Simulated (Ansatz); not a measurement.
Ansatz results at the PBE0-D4/def2-TZVP geometry: HOMO energy (PBE0/def2-TZVPP) -7.81 eV; size of the dipole moment (B3LYP/def2-TZVPP) 1.85 D; size of the dipole moment (ωB97M-V/def2-TZVPP) 1.88 D.

Each molecule was computed in one conformer, which needn't be the lowest.

Which molecule gave them?
A. `C[S][GeH]([CH3])[Cl]`
B. `[OH][Ge]([OH])([OH])[SiH3]`
C. `C[O][Ge]([CH3])([CH3])[O][SiH3]`
D. `C[O][GeH]([CH3])[NH]C(C)(C)C`

C. The others give `[OH][Ge]([OH])([OH])[SiH3]`: -8.12, 0.45, 0.44; `C[S][GeH]([CH3])[Cl]`: -6.95, 3.41, 3.41; `C[O][GeH]([CH3])[NH]C(C)(C)C`: -6.67, 0.84, 0.85.

B3LYP here is the variant with VWN-RPA as its local correlation; programs differ in this.
